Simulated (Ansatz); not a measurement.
`C#CC=[Se]` + `[InH3]` → `C#[C][InH2]` + `C=[Se]`  (formal exchange of groups at a C–C bond)

Program: Ansatz. Geometries: PBE0-D4/def2-TZVP. ΔE: electronic, gas phase. CBS: MP2 limit from def2 TZ/QZ plus the TZ coupled-cluster correction, frozen cores. DFT in def2-TZVPP. HSE06 is defined as in plane-wave codes. def2 core potentials past Kr. For In, Se outer-core shells are correlated without core-valence functions, which leaves a few kJ/mol of doubt a bond. Scalar relativity is left out up to krypton.

`C#CC=[Se]`:

```xyz
6

C     0.891    1.215   -0.457
C     0.237    0.280   -0.067
C    -0.505   -0.807    0.405
Se   -1.910   -1.492   -0.411
H     1.457    2.043   -0.816
H    -0.169   -1.239    1.346
```

`[InH3]`:

Z-matrix (Å, degrees):
```
In
H 1 1.724
H 1 1.724 2 120.0
H 1 1.724 2 120.0 3 -180.0
```

`C#[C][InH2]`:

```xyz
6

C    -0.030   -1.916   -0.286
C    -0.011   -0.719   -0.108
In    0.021    1.355    0.202
H    -0.047   -2.970   -0.443
H    -0.356    1.913    1.777
H     0.422    2.337   -1.143
```

`C=[Se]`:

```xyz
4

C     0.086   -0.052    0.110
Se   -0.918    0.557   -1.176
H     0.169   -1.116    0.316
H     0.662    0.612    0.750
```

```
             level  ΔE (kcal/mol)  difference from CCSD(T)/CBS
       LDA (SPW92)            2.0                         11.4
         r2SCAN-D4           -2.7                          6.7
            B97M-V           -1.0                          8.4
           PBE0-D4           -3.3                          6.1
        r2SCAN0-D4           -4.3                          5.1
               PBE           -1.6                          7.8
            revPBE           -2.6                          6.8
              PBE0           -3.7                          5.7
             HSE06           -3.5                          5.9
RPA@PBE/def2-TZVPP          -10.4                         -1.0
       HF/def2-SVP           -8.0                          1.4
      MP2/def2-SVP           -5.0                          4.4
    MP2/def2-TZVPP           -8.6                          0.8
CCSD(T)/def2-TZVPP           -9.6                         -0.2
    MP2/def2-QZVPP           -8.5                          0.9
    CCSD/CBS(def2)          -10.1                         -0.7
       CCSD(T)/CBS           -9.4                            0
```

Largest T1 diagnostic among the species: 0.016.

From PBE to PBE0 (25 % exact exchange), in def2-TZVPP and without D4, ΔE moves by −2.1 kcal/mol. Leaving LDA and LC-ωPBE aside and taking each functional with its dispersion term where it has one, the values, not all of them listed here, spread over 6.8 kcal/mol, from ωB97X-V to revPBE-D4. LDA lies +3.6 kcal/mol from PBE without D4.
